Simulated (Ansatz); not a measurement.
MoN(NH2)3 (MoN4H6). The state is a singlet with charge 0. Geometry PBE-D4/def2-SVP, basis def2-TZVP, Ansatz.

| run | HOMO (eV) | LUMO (eV) |
| --- | --- | --- |
| A | -6.64 | -1.06 |
| B | -9.16 | 1.33 |
| C | -7.07 | -0.78 |
| D | -6.86 | -0.82 |
| E | -6.34 | -1.25 |
| F | -9.07 | 0.92 |

In the def2 sets Mo takes a core potential; there is no spin–orbit coupling. B3LYP takes the VWN-RPA correlation.

Task: The runs used B3LYP, PBE0, r2SCAN0, r2SCANh, ωB97M-V, ωB97X-V. Estimate which is which.

Result: A B3LYP (20 % exact exchange); B ωB97X-V (range-separated); C r2SCAN0 (25 % exact exchange); D PBE0 (25 % exact exchange); E r2SCANh (10 % exact exchange); F ωB97M-V (range-separated). Exact exchange lowers occupied and raises empty levels; among semilocal functionals meta-GGAs tend to open the gap a little, and such runs are hard to tell apart. The gap grows from 5.10 eV (r2SCANh) to 10.49 eV (ωB97X-V). The restricted singlet is unstable towards broken spin symmetry in Hartree–Fock (as tested in another run); at B3LYP-D4/def2-TZVP, ωB97X-V/def2-TZVP, r2SCAN0-D4/def2-TZVP, PBE0-D4/def2-TZVP and others this wasn't settled.
